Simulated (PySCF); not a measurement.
**Calculated NMR data**

Non-relativistic, equivalent nuclei averaged, single conformer, in vacuum. Geometry from GFN2-xTB; PBE0/pcSseg-1 with gauge-including orbitals; PySCF 2.14.

δ = σ(ref) − σ, references computed at the same level: ¹H (31.72 ppm) and ¹³C (186.93 ppm) against TMS. Splittings of carbon signals by F and P are missing where no couplings were computed. Where no couplings were computed, multiplicities follow the n + 1 count of equivalent neighbours, and m marks all less simple cases (inequivalent or close neighbours, rings, F or P nearby). Shifts are as computed. Against solution values, carbons near 30 ppm lie about +3 ppm off and those near 130 ppm about +5 ppm. Of 1211 compounds with measured shifts, 218 miss one by over three times the rms of a fit or turn the order of signals round; such compounds aren't used in these exercises. OH and NH positions are gas-phase values without hydrogen bonding to other molecules.

**1.** SMILES CCc1nccn1C, C₆H₁₀N₂. ¹H NMR (500 MHz, computed): δ 7.06 (m, 1H), 6.69 (m, 1H), 3.71 (s, 3H), 2.82 (q, 2H), 1.16 (t, 3H). ¹³C{¹H} NMR (computed): δ 151.6 (C), 133.6 (CH), 124.2 (CH), 33.2 (CH3), 25.6 (CH2), 15.8 (CH3).

**2.** `CC/N=C\C#CCN`, C₆H₁₀N₂. ¹H NMR (500 MHz, computed): δ 7.66 (s, 1H), 3.93 (q, 2H), 3.76 (s, 2H), 1.32 (t, 3H), 0.94 (br s, 2H). ¹³C{¹H} NMR (computed): δ 144.6, 108.0, 81.4, 54.9, 36.2, 18.8.

**3.** SMILES C[C@@H]1C[C@@H]1C(=O)F, C₅H₇FO. ¹H NMR (500 MHz, computed): δ 1.76 (m, 1H), 1.62 (m, 1H), 1.42 (d, 3H), 1.25 (m, 1H), 0.93 (m, 1H). ¹³C{¹H} NMR (computed): δ 173.7 (C), 23.9 (CH), 20.9 (CH2), 18.2 (CH), 13.4 (CH3).
